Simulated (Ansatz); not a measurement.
The cluster Cd7⁺. The state is a doublet with charge 1. Geometry PBE/def2-SVP; atoms count from 1.

```xyz
7

Cd   -1.3038    0.2704   -3.7431
Cd   -0.7935    0.3562    0.8137
Cd   -2.9972    1.1776   -1.2107
Cd    1.5119    1.5514    2.4975
Cd    2.4862   -0.9181    0.8203
Cd    0.9543   -0.4671   -1.8056
Cd    0.1422   -1.9705    2.6279
```

In the def2 sets Cd takes a core potential; there is no spin–orbit coupling. The structure comes from a short search, and lower isomers may exist.

Estimate the Mulliken populations from the PBE0/def2-TZVP orbitals of Ansatz.


```
atom  charge (e)  spin (α − β)  d electrons
 Cd1        0.19          0.19        10.00
 Cd2        0.03          0.10        10.00
 Cd3        0.18          0.12        10.00
 Cd4        0.17          0.16        10.00
 Cd5        0.10          0.06        10.00
 Cd6        0.17          0.21        10.00
 Cd7        0.16          0.16        10.00
```
Mulliken values and Mayer orders depend strongly on the basis.

Where does the spin sit?

Summed by element: Cd 1.00, of 1 unpaired in all. Largest on single atoms: Cd6 0.21, Cd1 0.19, Cd4 0.16.

And the Mayer bond orders between bonded heavy atoms (over 0.3)?

Cd1–Cd6 0.40 (3.07 Å); Cd2–Cd3 0.37 (3.10 Å); Cd2–Cd4 0.30 (3.09 Å); Cd2–Cd7 0.30 (3.10 Å); Cd5–Cd6 0.34 (3.07 Å).
